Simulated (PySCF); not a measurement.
Lowest singlet excitation (eV) of eight silicon and germanium compounds: TDA-PBE beside TDA-B3LYP, computed with PySCF for isolated molecules in the bases named; differences from unrounded values. The eight are the first of their class met in an unordered collection, after screening for sound electronic states; none was chosen by its value. Each molecule has one DFT geometry for both levels.

```tsv
molecule	basis	TDA-B3LYP
CH₁₀OSi₄, SMILES [SiH3][Si@@H]1[SiH2]CO[SiH2]1	def2-SVPD	5.42
H₇NO₂Si₂, SMILES N[SiH2]O[SiH2]O	def2-SVPD	6.45
Si(F)2(Br)(NH2) (BrF2H2NSi), SMILES N[Si](F)(F)Br	def2-SVPD	6.64
C3H4F2Si, SMILES FC(F)C#C[SiH3]	def2-SVPD	5.65
C3H10ClNSi, SMILES CN[C@@H](C)[SiH2]Cl	def2-SVPD	5.59
C₂H₈O₂Si, SMILES C[Si](C)(O)O	def2-SVPD	6.83
CH8FNOSi2, SMILES C[Si@@H](O)[Si@H](N)F	def2-SVPD	5.90
C₂H₇FOSi, SMILES [Si@@H](F)(CO)C	def2-SVPD	6.72
```

Q: Estimate the TDA-PBE values and say how TDA-PBE differs from TDA-B3LYP over the set. (Estimate from the structure and the level; the computed values follow.)

A: 
| molecule | TDA-PBE | difference |
|---|---|---|
| CH₁₀OSi₄, SMILES [SiH3][Si@@H]1[SiH2]CO[SiH2]1 | 4.93 | -0.50 |
| H₇NO₂Si₂, SMILES N[SiH2]O[SiH2]O | 5.73 | -0.72 |
| Si(F)2(Br)(NH2) (BrF2H2NSi), SMILES N[Si](F)(F)Br | 6.12 | -0.52 |
| C3H4F2Si, SMILES FC(F)C#C[SiH3] | 5.57 | -0.08 |
| C3H10ClNSi, SMILES CN[C@@H](C)[SiH2]Cl | 4.96 | -0.63 |
| C₂H₈O₂Si, SMILES C[Si](C)(O)O | 6.16 | -0.67 |
| CH8FNOSi2, SMILES C[Si@@H](O)[Si@H](N)F | 5.41 | -0.49 |
| C₂H₇FOSi, SMILES [Si@@H](F)(CO)C | 6.19 | -0.54 |
TDA-PBE lies below TDA-B3LYP in 8 and above it in 0 of the eight; the mean signed difference is -0.52 and the largest -0.72 eV.
